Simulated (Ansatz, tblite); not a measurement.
Removing an electron: Al10As9H26⁻, a nanocrystal cut from wurtzite AlAs (hydrogen-capped). Charge -1, multiplicity 1. Geometry: PBE-D4/def2-SVP. Ansatz, gas phase; energy differences of separate SCF runs; the oxidised species was run as a doublet alone.

```
atom   x (Å)   y (Å)   z (Å)
 Al1  -0.448  -4.390  -0.738
 As2   1.090  -3.633  -2.658
 Al3  -2.811  -2.658   1.896
 As4  -1.860  -1.442   3.900
 As5  -1.034  -2.173   0.205
 Al6   0.939  -0.958   1.058
 Al7   1.512  -1.220  -3.186
 As8   2.295  -0.346  -0.999
 Al9  -1.360   1.036   3.954
As10   0.289   1.193   2.081
Al11   2.221   2.408   3.048
Al12   2.801   2.058  -1.359
As13   3.606   2.761   0.908
Al14  -2.267  -0.929  -1.502
As15  -0.720  -0.163  -3.320
As16  -2.720   1.237  -0.300
Al17  -0.842   2.698   0.519
Al18  -0.656   2.326  -3.710
As19   0.513   2.972  -1.573
 H20   0.503  -5.263   0.218
 H21  -1.693  -5.054  -1.511
 H22   2.486  -4.241  -2.519
 H23   0.741  -4.326  -3.976
 H24  -2.888  -4.233   2.226
 H25  -4.159  -1.845   1.539
 H26  -0.583  -2.173   4.311
 H27  -2.676  -1.814   5.143
 H28   1.873  -1.854   2.007
 H29   2.500  -1.012  -4.431
 H30   3.671  -0.987  -0.818
 H31  -0.676   1.403   5.366
 H32  -2.754   1.733   3.532
 H33   3.153   1.493   3.984
 H34   1.824   3.908   3.475
 H35   3.841   2.399  -2.530
 H36   4.988   2.121   1.034
 H37   4.104   4.201   0.781
 H38  -3.602  -1.580  -2.104
 H39  -1.330  -0.743  -4.596
 H40  -3.558   0.884   0.924
 H41  -3.761   2.063  -1.049
 H42  -1.366   4.110   1.067
 H43   0.265   2.673  -4.983
 H44  -2.171   2.876  -3.629
 H45   0.724   4.482  -1.684
```

The xTB rows come from tblite. Single mean-field runs in def2-TZVP are fitted with def2-universal-jkfit. HOMO above LUMO, or a gap near zero within one spin, warns that the state may not be the lowest or that an electron is smeared out.

**Question.** Estimate orbital energies and vertical ionisation energies at: GFN1-xTB; GFN2-xTB; PBE-D4/def2-TZVP; B97M-V/def2-TZVP; PBE0-D4/def2-TZVP.

**Answer.** 
```
            level  −HOMO (eV)  vertical IE (eV)  −LUMO (eV)  HOMO–LUMO gap (eV)                                  remarks
         GFN1-xTB        7.42              8.87        3.87                3.55                                        –
         GFN2-xTB        6.91              8.41        4.53                2.39                                        –
 PBE-D4/def2-TZVP        3.41              4.95       -0.21                3.62  gap within one spin near zero (doublet)
 B97M-V/def2-TZVP        3.85              5.31       -0.08                3.93  gap within one spin near zero (doublet)
PBE0-D4/def2-TZVP        4.35              5.42       -0.90                5.25                                        –
```

  Raw xTB energy differences between charge states are shifted by several eV; the methods need an empirical correction for them.
